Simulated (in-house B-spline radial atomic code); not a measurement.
Successive ionisation energies of tantalum; each step leads to the configuration of the next row (after the last: [Kr] 4d10 4f5/2(2)). Dirac energy differences include first-order Breit, QED and recoil terms. NIST's values go from ground level to ground level; the uncertainty of those that are theory runs from under 0.1 % in few-electron ions to several per cent in heavy many-electron ones. Computed with an all-electron radial atomic-structure program (B-spline basis): Dirac-Hartree-Fock, jj configuration that fills j = l - 1/2 first, finite nuclei.

A number in brackets counts the electrons of a j subshell.

| ion | configuration | ionisation energy (eV) | tabulated value (eV) | tabulated kind | computed minus tabulated (eV) | highest orbital | largest mean radius (bohr) |
| --- | --- | --- | --- | --- | --- | --- | --- |
| Ta6+ | [Xe] 4f5/2(6) 4f7/2(7) | 119.1 | 119 | tabulated theory | 0.1 | 5p3/2 | 1.2377 |
| Ta7+ | [Kr] 4d10 4f5/2(6) 4f7/2(7) 5s2 5p1/2(2) 5p3/2(3) | 137.0 | 139 | tabulated theory | -2.0 | 5p3/2 | 1.215 |
| Ta8+ | [Kr] 4d10 4f5/2(6) 4f7/2(7) 5s2 5p1/2(2) 5p3/2(2) | 155.4 | 159 | tabulated theory | -3.6 | 5p3/2 | 1.1943 |
| Ta9+ | [Kr] 4d10 4f5/2(6) 4f7/2(7) 5s2 5p1/2(2) 5p3/2(1) | ? | ? | tabulated theory | ? | ? | ? |
| Ta10+ | [Kr] 4d10 4f5/2(6) 4f7/2(7) 5s2 5p1/2(2) | 204.4 | 213 | tabulated theory | -8.6 | 5p1/2 | 1.0947 |
| Ta11+ | [Kr] 4d10 4f5/2(6) 4f7/2(7) 5s2 5p1/2(1) | 225.9 | 235 | tabulated theory | -9.1 | 5p1/2 | 1.078 |
| Ta12+ | [Kr] 4d10 4f5/2(6) 4f7/2(7) 5s2 | 252.7 | 262 | tabulated theory | -9.3 | 4f7/2 | 1.0072 |
| Ta13+ | [Kr] 4d10 4f5/2(6) 4f7/2(6) 5s2 | ? | ? | tabulated theory | ? | ? | ? |
| Ta14+ | [Kr] 4d10 4f5/2(6) 4f7/2(5) 5s2 | 327.1 | 338 | tabulated theory | -10.9 | 4f7/2 | 0.97033 |
| Ta15+ | [Kr] 4d10 4f5/2(6) 4f7/2(5) 5s1 | 351.6 | 363 | tabulated theory | -11.4 | 5s1/2 | 0.95933 |
| Ta16+ | [Kr] 4d10 4f5/2(6) 4f7/2(5) | 377.5 | 396 | tabulated theory | -18.5 | 4f7/2 | 0.54355 |
| Ta17+ | [Kr] 4d10 4f5/2(6) 4f7/2(4) | 415.6 | 439 | tabulated theory | -23.4 | 4f7/2 | 0.53212 |
| Ta18+ | [Kr] 4d10 4f5/2(6) 4f7/2(3) | 455.1 | 482 | tabulated theory | -26.9 | 4f7/2 | 0.52141 |
| Ta19+ | [Kr] 4d10 4f5/2(6) 4f7/2(2) | 495.7 | 530 | tabulated theory | -34.3 | 4f7/2 | 0.51132 |
| Ta20+ | [Kr] 4d10 4f5/2(6) 4f7/2(1) | 537.6 | 570 | tabulated theory | -32.4 | 4f7/2 | 0.50181 |
| Ta21+ | [Kr] 4d10 4f5/2(6) | 588.4 | 610 | tabulated theory | -21.6 | 4f5/2 | 0.49055 |
| Ta22+ | [Kr] 4d10 4f5/2(5) | ? | ? | tabulated theory | ? | ? | ? |
| Ta23+ | [Kr] 4d10 4f5/2(4) | 678.3 | 700 | tabulated theory | -21.7 | 4f5/2 | 0.48145 |
| Ta24+ | [Kr] 4d10 4f5/2(3) | 725.0 | 750 | tabulated theory | -25.0 | 4f5/2 | 0.47693 |

(1) Fill in the row of Ta9+.

(2) Fill in the row of Ta13+.

(3) Fill in the row of Ta22+.

## Answers

(1) ionisation energy (eV): 174.3; tabulated value (eV): 180; computed minus tabulated (eV): -5.7; highest orbital: 5p3/2; largest mean radius (bohr): 1.1749.

(2) ionisation energy (eV): 286.8; tabulated value (eV): 304; computed minus tabulated (eV): -17.2; highest orbital: 4f7/2; largest mean radius (bohr): 0.98838.

(3) ionisation energy (eV): 632.8; tabulated value (eV): 660; computed minus tabulated (eV): -27.2; highest orbital: 4f5/2; largest mean radius (bohr): 0.486.
